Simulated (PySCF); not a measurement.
**Two-component Hartree-Fock for Ag²⁺ (silver, charge +2)**

Start: [Kr] 4d9; 4d3/2 filled at m_j = -3/2, -1/2, +1/2, +3/2; 4d5/2 filled at m_j = -3/2, -1/2, +1/2, +3/2, +5/2. Calculated with PySCF 2.14 in x2c-TZVPall-2c (8s9p7d1f, 77 functions): generalised Hartree-Fock with the X2C-1e Hamiltonian and a Gaussian nucleus; one run each with spin-orbit coupling (SO) switched off, then screened by Boettger's factors.

| spinor shell | electrons | ε, spin-free (eV) | ε, screened SO (eV) | weight of nominal j (screened SO) | rms radius, screened SO (bohr) |
| --- | --- | --- | --- | --- | --- |
| 1s1/2 | 2 | -25668.6 | -25666.6 | 1.000 | 0.0357 |
| 2s1/2 | 2 | -3885.0 | -3884.4 | 1.000 | 0.146 |
| 2p1/2 | 2 | -3480.1 | -3601.6 | 1.000 | 0.127 |
| 2p3/2 | 4 | -3480.1 | -3424.1 | 1.000 | 0.131 |
| 3s1/2 | 2 | -767.85 | -767.67 | 1.000 | 0.392 |
| 3p1/2 | 2 | -631.56 | -653.74 | 1.000 | 0.387 |
| 3d3/2 | 4 | -417.08 | -420.98 | 0.999 | 0.374 |
| 3d5/2 | 6 | -417.08 | -414.29 | 0.999 | 0.377 |
| 4s1/2 | 2 | -138.87 | -138.82 | 1.000 | 0.976 |
| 4p1/2 | 2 | -97.003 | -101.45 | 0.986 | 1.05 |
| 4p3/2 | 4 | -97.003 | -94.882 | 0.993 | 1.08 |
| 4d3/2 | 4 | -36.139 | -36.783 | 0.907 | 1.40 |
| 4d5/2 | 5 | -36.139 | -35.637 | 0.926 | 1.43 |

(1) Where does 3p3/2 lie, and what is the 3p spin-orbit splitting (screened SO)?

```json
{"quantity": "E (hartree)", "spin-free": "-5311.37112", "screened SO": "-5312.36231"}
{"quantity": "M_J", "spin-free": "5/2", "screened SO": "5/2"}
{"quantity": "⟨J²⟩", "spin-free": "8.757", "screened SO": "8.757"}
{"quantity": "⟨L²⟩", "spin-free": "6.006", "screened SO": "6.020"}
{"quantity": "⟨S²⟩", "spin-free": "0.751", "screened SO": "0.765"}
```

Each row is a mean over spinors that exchange with the open shell spreads, by up to 5.484 eV (4p3/2).

Breit and QED terms are absent; they matter most for the inner s and p1/2 levels.

Densities and radii are taken from the X2C orbitals without a picture-change correction, which distorts them close to the nucleus.

Without spin-orbit coupling the j labels of p, d and f shells carry no meaning; the spin-free column gives the mean over the occupied spinors of each nl shell.

Results:

(1) At -621.23 eV, 32.506 eV above 3p1/2.
